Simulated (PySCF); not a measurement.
Compound: C₇H₁₁F.
Cartesian coordinates in Å at the GFN2-xTB level; atoms count from 1:
```
atom  x, y, z in Å
C1    -2.714   -0.153   -0.031
C2    -1.351    0.043   -0.667
C3    -0.545    1.273   -0.193
C4     0.594    0.353    0.145
C5     1.842    0.559    0.523
C6     2.823   -0.538    0.788
F7     3.995   -0.322    0.091
C8    -0.220   -0.875   -0.155
H9    -2.638   -0.112    1.054
H10   -3.129   -1.119   -0.311
H11   -3.401    0.624   -0.359
H12   -1.443    0.009   -1.754
H13   -0.977    1.765    0.678
H14   -0.329    2.030   -0.946
H15    2.224    1.563    0.648
H16    2.440   -1.512    0.468
H17    3.106   -0.576    1.847
H18    0.209   -1.557   -0.888
H19   -0.493   -1.444    0.734
```

Definitions: NICS(0) = −σiso at the ring centroid; NICS(1) = −σiso and NICS(1)zz = −σzz at ±1 Å along the ring normal z. Level: GIAO PBE0/pcSseg-1 (PySCF, non-relativistic, gas phase) on the GFN2-xTB geometry, one conformer.

Ring bond lengths (Å), with Mayer bond orders in brackets: C2–C3 1.545 (0.98), C3–C4 1.503 (1.03), C4–C8 1.504 (1.02), C8–C2 1.545 (0.98).

Q: What do the NICS probes read (ppm)?

A: 
```json
{"ring": "C2–C3–C4–C8", "type": "4-membered carbocycle; formal bonds all single", "NICS(0)": "2.6", "NICS(1), two faces": "-0.8 / -0.7", "NICS(1)zz, two faces": "2.2 / 3.6", "rms pucker (Å)": "0.04", "centre to ring atoms, mean (Å)": "1.08"}
```

Q: What do they say, and how far can they be read as aromaticity?

A: 
- C2–C3–C4–C8: mean NICS(1)zz 2.9 ppm, near zero. C2, C3, C8 have four or more neighbours, and the NICS criterion for π rings isn't applied.

Q: List the ring angles and the Hirshfeld charges of the ring atoms.

A: 
- C2–C3–C4–C8: C2 89.4° (-0.016 e), C3 88.7° (-0.074 e), C4 92.5° (+0.010 e), C8 88.7° (-0.075 e); sum 359.3° against 360° for a flat convex ring.

Q: How shielded are the nuclei of the rings and their hydrogens (means over atoms taken as equivalent)?

A: 
```tsv
atoms	environment	σ isotropic (ppm)	principal values of the symmetric part, first atom (ppm)
C2	four-membered-ring carbon	160.4	149.2, 164.0, 167.8
C3	allylic carbon	147.9	135.4, 141.7, 166.5
C4	fully substituted alkene carbon	38.5	-64.1, 27.1, 152.5
C8	allylic carbon	150.2	138.0, 146.2, 166.4
H12	methine hydrogen	29.29	25.4, 28.5, 33.9
H13	methylene hydrogen	29.40	26.0, 28.9, 33.3
H14	methylene hydrogen	28.74	25.4, 27.2, 33.6
H18	methylene hydrogen	28.68	25.0, 27.8, 33.3
H19	methylene hydrogen	29.58	25.8, 29.7, 33.3
```

The run took 48 s on an Arm Neoverse N1 with one thread (shared host), and the process peaked at 0.94 GiB of memory. This is the whole shielding run at PBE0/pcSseg-1, SCF included.
